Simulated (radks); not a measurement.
Problem. Coherent X-ray form factor from a spherical all-electron density. All-electron calculation, scalar-relativistic Kohn-Sham, PBE, spin-unpolarised, spherical densities, point nucleus. Program: a radial shooting solver on a logarithmic mesh with Libxc functionals.

sin(theta)/lambda (1/angstrom),f0 (electrons)
0.05,17.810
0.1,17.261
0.15,16.416
0.2,15.363
0.25,14.198
0.3,13.014
0.4,10.856
0.5,9.195
0.6,8.040
0.8,6.677
1,5.758
1.25,4.675
1.5,3.682
2,2.304

The species is in the configuration that NIST lists as its ground one. Which atom or ion scatters so?

Solution. The titanium ion Ti4+, [Ar]. Extrapolating in s^2 from the first two rows gives f0(0) = 18.0, near the electron count 18; among species with that count, the fall with angle is slower the higher Z, and the table is that of Z = 22; from so few rows the species is fixed only to a neighbour or two.
